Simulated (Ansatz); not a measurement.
Molecule: C2H7O2Si, net charge 0, doublet state. SMILES: [Si]([O])(C)(O)C
Structure (B3LYP-D3(BJ)/def2-TZVP (Ansatz, a quantum-chemistry and plane-wave program) minimum search):
```
Si
O 1 1.6486
H 2 0.9605 1 118.43
O 1 1.6546 2 114.12 3 -46.19
C 1 1.8613 2 105.33 3 -168.99
H 5 1.0903 1 110.70 2 -176.56
H 5 1.0907 6 108.61 1 121.61
H 5 1.0917 6 108.95 7 117.48
C 1 1.8829 2 111.80 3 67.02
H 9 1.0894 1 111.25 2 174.70
H 9 1.0900 10 108.73 1 -123.25
H 9 1.0933 10 109.19 11 -118.33
```
Charge 0, spin multiplicity 2.

Wanted: atomisation energy, in kcal/mol. Set-up: non-relativistic; open shells spin-unrestricted; atomisation electronic, to ground-state atoms; six Cartesian d functions in 6-31G* and its kin unless marked 5d; frozen cores in correlated levels; dispersion terms only where a functional's name holds one; no spin-orbit coupling. CBS(X,Y): correlation extrapolated as X^-3; Hartree-Fock from the larger set. First-principles rows: single points at B3LYP-D3(BJ) geometries (Ansatz).

| species | coefficient | E at B3LYP/6-31G* (Ansatz), Eh | E at B3LYP/def2-TZVPD (Ansatz), Eh |
|---|---|---|---|
| C[Si](C)([O])O | -1 | -520.39652 | -520.54825 |
| C atom | +2 | -37.84628 | -37.85953 |
| H atom | +7 | -0.50027 | -0.50215 |
| O atom | +2 | -75.06062 | -75.09698 |
| Si atom | +1 | -289.37173 | -289.39218 |

Coupled cluster (Ansatz) is a level with limits of its own, used here on species with T1 under 0.025 (0.045 for open shells) and stable references: CCSD(T)/CBS(cc-pV(T+d)Z,cc-pV(Q+d)Z). Value to compare with, CCSD(T)/CBS(cc-pV(T+d)Z,cc-pV(Q+d)Z) (Ansatz): 1095.9 kcal/mol. 1 Eh = 627.5095 kcal/mol.

Problem. Work the quantity out at each level, and compare with CCSD(T)/CBS(cc-pV(T+d)Z,cc-pV(Q+d)Z) (Ansatz).

Solution. 
- B3LYP/6-31G*: the sum of coefficient times E is 1.70910 Eh, or 1072.48 kcal/mol. Result: 1072.5 kcal/mol. Its difference against CCSD(T)/CBS(cc-pV(T+d)Z,cc-pV(Q+d)Z) (Ansatz) is -23.4 kcal/mol.
- B3LYP/def2-TZVPD: the sum of coefficient times E is 1.72800 Eh, or 1084.34 kcal/mol. Result: 1084.3 kcal/mol. Its difference against CCSD(T)/CBS(cc-pV(T+d)Z,cc-pV(Q+d)Z) (Ansatz) is -11.6 kcal/mol.
